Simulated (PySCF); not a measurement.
Functional dependence of a UV spectrum

Species: o-cresol, C7H8O.
SMILES with atom numbers: `[CH3:1][c:2]1[cH:3][cH:4][cH:5][cH:6][c:7]1[OH:8]` (hydrogens: H9, H10, H11 on C1; H12 on C3; H13 on C4; H14 on C5; H15 on C6; H16 on O8)

Linear-response calculations in the def2-SVPD basis (PySCF; singlets by full response, triplets Tamm–Dancoff, core orbitals frozen in the response; HF means time-dependent Hartree–Fock). 'Strongest' is the level of largest summed f among the singlets computed (10 roots, of which the last may lack a degenerate partner); it can jump between rows when another state enters that window. S1 is the lowest singlet of each run and needn't be the same state throughout; f(S1) is that of one state. Geometry: PBE0-D3(BJ)/def2-SVP, one conformer, isolated molecule.

| functional | kind | S1 (eV) | f(S1) | strongest (eV) | T1 (eV) | HOMO (eV) | gap (eV) | ionisation energy, ΔSCF (eV) |
| --- | --- | --- | --- | --- | --- | --- | --- | --- |
| LDA | LDA | 4.79 | 0.033 | 6.53 | 4.08 | -5.60 | 4.30 | 8.42 |
| B3LYP | global hybrid, 20% exact exchange | 5.05 | 0.035 | 6.75 | 4.02 | -6.23 | 5.85 | 8.28 |
| PBE0 | global hybrid, 25% exact exchange | 5.14 | 0.036 | 6.85 | 3.97 | -6.43 | 6.25 | 8.28 |
| BHandHLYP | global hybrid, 50% exact exchange | 5.36 | 0.038 | 7.07 | 3.89 | -7.28 | 8.10 | 8.18 |
| CAM-B3LYP | range-separated hybrid | 5.18 | 0.035 | 6.92 | 3.98 | -7.64 | 8.52 | 8.35 |
| wB97X-D | range-separated hybrid | 5.19 | 0.035 | 6.94 | 4.09 | -8.18 | 9.73 | 8.32 |
| LC-wPBE | range-separated hybrid | 5.26 | 0.034 | 7.08 | 3.85 | -8.87 | 10.78 | 8.42 |
| HF | Hartree–Fock | 5.67 | 0.042 | 7.50 | 3.37 | -8.46 | 10.87 | not settled |

**Question.** What does PBE (GGA) give?

**Answer.** S1 (eV) 4.81, f(S1) 0.033, strongest (eV) 6.56, T1 (eV) 4.02, HOMO (eV) -5.40, gap (eV) 4.34, ionisation energy, ΔSCF (eV) 8.18. S1 runs from 4.79 eV (LDA) to 5.67 eV (HF), a spread of 0.88 eV, while the orbital gap spreads over 6.6 eV. Along PBE (0%), B3LYP (20%), PBE0 (25%), BHandHLYP (50%), HF (100%) S1 rises with the share of exact exchange. −ε(HOMO) comes closest to its own ΔSCF ionisation energy with wB97X-D (-0.14 eV) and misses most with LDA (-2.83 eV). 'Not settled' means that the ion's SCF failed to converge or may have ended in another state than the lowest.
